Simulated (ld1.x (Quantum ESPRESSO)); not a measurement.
# How hard is this carbon (C) RRKJ potential?

```
Element                 : carbon
Generator               : ld1.x (Quantum ESPRESSO) 7.5
Type                    : norm-conserving RRKJ (Kleinman–Bylander form)
Functional              : PBE
Relativity              : non-relativistic
Frozen core             : [He]
Valence charge          : 4
Reference configuration : 2s2 2p2
Partial waves           : 2p (bound): rc 1.55 bohr; 2s (bound): rc 1.35 bohr
Local potential         : the s channel
Core correction         : Bessel-smoothed model core inside 1.30 bohr
rho0                    : 0.01
```

The pseudo-atom Hamiltonian at the reference potential is diagonalised in spherical Bessel functions j_l(qr) that vanish at 20 bohr, with q² up to the cutoff. All-electron valence levels (Ry): 2p -0.3887, 2s -1.0098.

Problem. How do the lowest levels (Ry) of each channel move with the cutoff, and are there ghosts?

Solution.

```tsv
cutoff (Ry)	p #1	p #2	s #1	d #1	d #2	f #1	f #2	Σ f·Δε (mRy)
8	-0.1715	0.0412	-0.9472	0.0727	0.1712	0.1172	0.2522	559.6
12	-0.2398	0.0375	-0.9622	0.0727	0.1712	0.1172	0.2522	392.9
15	-0.2857	0.0356	-0.9734	0.0727	0.1712	0.1172	0.2522	278.9
21	-0.3349	0.0339	-0.9970	0.0727	0.1712	0.1172	0.2522	133.2
25	-0.3605	0.0331	-1.0025	0.0727	0.1712	0.1172	0.2522	71.1
35	-0.3843	0.0323	-1.0080	0.0727	0.1712	0.1172	0.2522	12.5
45	-0.3883	0.0322	-1.0082	0.0727	0.1712	0.1172	0.2522	4.1
50	-0.3886	0.0322	-1.0084	0.0727	0.1712	0.1172	0.2522	3.0
60	-0.3887	0.0322	-1.0090	0.0727	0.1712	0.1172	0.2522	1.7
70	-0.3887	0.0322	-1.0095	0.0727	0.1712	0.1172	0.2522	0.7
90	-0.3887	0.0322	-1.0097	0.0727	0.1712	0.1172	0.2522	0.1
400	-0.3887	0.0322	-1.0098	0.0727	0.1712	0.1172	0.2522	0.0
```

Result: no extra level below or beside the all-electron valence levels (p, s, d, f tested); 10 mRy is reached at 40 Ry and 1 mRy at 70 Ry.

Its largest configuration-test error is +386 meV.
